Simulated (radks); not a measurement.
Results of a calculation; reference values are marked as such.
Ionisation of Xe2+, [Kr] 4d10 5s2 5p4, to Xe3+, [Kr] 4d10 5s2 5p3, under several functionals. Dirac Kohn-Sham, spin-unpolarised, spherical densities, point nucleus; open shells are shared between the two j in proportion to 2j + 1; a radial shooting solver on a logarithmic mesh with Libxc functionals.

| functional | E(Xe2+) (hartree) | Exc (hartree) | IE (eV) | -e(HOMO) (eV) | <r> HOMO (bohr) | IE error (eV) |
|---|---|---|---|---|---|---|
| Wu-Cohen GGA | -7448.20309 | -185.71957 | 31.836 | 26.199 | 2.111 | +0.786 |
| RPBE | -7449.36117 | -186.89011 | 31.706 | 26.104 | 2.117 | +0.656 |
| revPBE | -7449.26296 | -186.79119 | 31.715 | 26.107 | 2.115 | +0.665 |
| PBE | -7449.00746 | -186.53071 | 31.763 | 26.148 | 2.116 | +0.713 |

NIST Atomic Spectra Database: 31.05 eV (semi-empirical). Closest: RPBE. The Delta-SCF values span 0.13 eV, the total energies 1.16 hartree. The highest occupied level is 5p3/2. Spin polarisation and multiplet splitting are left out, so open shells lie too high by an amount that depends on their filling. Sharing an open shell by 2j + 1 raises it above the true ground level by a part of the spin-orbit splitting, which enters the differences from NIST.

Beside tabulated values, note that spin-unpolarised runs miss the spin-polarisation part of the exchange energy of open shells.
